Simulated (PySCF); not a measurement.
Gas-phase reaction: ZrO₂ + 3 Cl + 2 HCl ⇌ ZrCl₄.H₂O + ClO

Computed with PySCF (xtb for GFN2) and rigid-rotor harmonic-oscillator thermochemistry at 1 bar. † marks an energy on the PBE0/def2-TZVP geometry and frequencies; other levels use their own. Open shells (unrestricted): Cl (multiplicity 2), ClO (multiplicity 2); the rest are closed-shell singlets. GFN2 has no spin-polarisation term. Spin-orbit splitting is ignored; it lowers the true energy and changes the entropy of Cl, ClO. B3LYP is the form with VWN-RPA correlation. Zr: scalar-relativistic def2 core potential, no spin-orbit coupling. Adducts (ZrCl₄.H₂O) have no counterpoise correction, and HF, PBE, BLYP, B3LYP and PBE0 lack dispersion. ZrCl₄.H₂O: computed as isolated molecules; such fragments, hydroxides, amides, oligomers or adducts are transient or little studied in the gas.

| level | ΔH°(298 K), kJ |
|---|---|
| B3LYP/def2-TZVP† | -931 |
| BLYP/def2-TZVP† | -893 |
| GFN2-xTB | -1343 |
| M06-2X/def2-TZVP† | [?] |
| PBE/def2-SVP | -998 |
| PBE/def2-TZVP† | -970 |
| PBE0/def2-SVP† | -1004 |
| r2SCAN/def2-TZVP† | -1007 |
| LDA/def2-TZVP† | [?] |
| ωB97M-V/def2-TZVP† | [?] |
| ωB97X-V/def2-TZVP† | [?] |

Question: Some entries are withheld; supply them.

Answer: 
- M06-2X/def2-TZVP†, ΔH°(298 K), kJ: -1021
- LDA/def2-TZVP†, ΔH°(298 K), kJ: -1146
- ωB97M-V/def2-TZVP†, ΔH°(298 K), kJ: -1013
- ωB97X-V/def2-TZVP†, ΔH°(298 K), kJ: -1002
